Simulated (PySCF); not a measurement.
Br2, SMILES BrBr (connectivity only; charge and spin as stated), charge -1, multiplicity 2.

Geometry: PBE0-D3(BJ)/def2-TZVPD.

All values below come from PBE0/def2-TZVPD in PySCF.

Isolated molecule, no solvent.

Computed frontier levels, dipole moment and polarisability:
| Item | Result |
|---|---|
| α spin, highest occupied and lowest empty level | -1.90 and 3.71 eV |
| β spin, highest occupied and lowest empty level | -2.34 and 0.95 eV |
| dipole moment about the centre of nuclear charge | 0.00 D |
| mean static polarisability | 81.2 bohr³ (12.03 Å³) |
| polarisability, principal values | 57.2, 57.2, 129.2 bohr³ |
| ⟨S²⟩ | 0.754 (pure state 0.75) |
